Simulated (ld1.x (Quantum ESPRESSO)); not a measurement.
# Scattering properties, TM potential for Os (Z = 76)

Os, norm-conserving Troullier–Martins (Kleinman–Bylander form), made with ld1.x (Quantum ESPRESSO) 7.5 (PBE, scalar-relativistic). Core [Kr] 4d10 4f14, reference 5s2 5p6 5d5 6s0 6p0 (charge +3). Waves: 5p (bound): rc 1.20 bohr; 5d (bound): rc 1.45 bohr; 5s (bound): rc 1.30 bohr. Local part: the s channel. Core correction: none.

The phase is arctan(r·u′/u) with u = r·R(r), unwrapped; energies in Ry, scanned from -11 to 5 Ry. A pole is an energy at which the radial function vanishes at the test radius. The pseudo phase is shifted by a multiple of π to meet the all-electron one at the reference energy, and phase errors are pseudo minus all-electron; the curves can meet again beyond the range given. Levels narrower than the energy grid can be missing from the lists of poles.

Problem. For each channel, where are the poles, and over which energies does the pseudopotential scatter like the atom?

Solution.

| channel | radius (bohr) | reference energy (Ry) | poles, all-electron | poles, pseudo | unbroken range about the reference energy with phases within 0.05 rad | phase error 1 Ry above the reference energy (rad) |
| --- | --- | --- | --- | --- | --- | --- |
| s | 1.61 | -8.98 | -7.91 | -7.92 | below -2.2 | -0.002 |
| p | 1.61 | -5.97 | -4.00 | -4.02 | below 2.4 | -0.001 |
| d | 1.61 | -2.57 | 1.50 | 1.46 | the whole range | -0.001 |

Phases in the d channel:

| E (Ry) | all-electron | pseudo |
| --- | --- | --- |
| -11.00 | 1.337 | 1.337 |
| -10.52 | 1.329 | 1.328 |
| -10.04 | 1.319 | 1.319 |
| -9.56 | 1.308 | 1.308 |
| -9.08 | 1.296 | 1.295 |
| -8.60 | 1.282 | 1.281 |
| -8.12 | 1.266 | 1.264 |
| -7.64 | 1.246 | 1.245 |
| -7.16 | 1.222 | 1.221 |
| -6.68 | 1.193 | 1.192 |
| -6.20 | 1.157 | 1.155 |
| -5.72 | 1.109 | 1.107 |
| -5.24 | 1.043 | 1.042 |
| -4.76 | 0.950 | 0.948 |
| -4.28 | 0.806 | 0.804 |
| -3.80 | 0.570 | 0.569 |
| -3.32 | 0.182 | 0.180 |
| -2.84 | -0.337 | -0.337 |
| -2.36 | -0.780 | -0.780 |
| -1.88 | -1.058 | -1.058 |
| -1.40 | -1.225 | -1.226 |
| -0.92 | -1.333 | -1.334 |
| -0.44 | -1.408 | -1.409 |
| 0.04 | -1.463 | -1.465 |
| 0.52 | -1.506 | -1.508 |
| 1.00 | -1.540 | -1.542 |
| 1.48 | -1.569 | -1.572 |
| 1.96 | -1.595 | -1.598 |
| 2.44 | -1.618 | -1.621 |
| 2.92 | -1.639 | -1.643 |
| 3.40 | -1.660 | -1.664 |
| 3.88 | -1.680 | -1.685 |
| 4.36 | -1.700 | -1.706 |
| 4.84 | -1.721 | -1.728 |
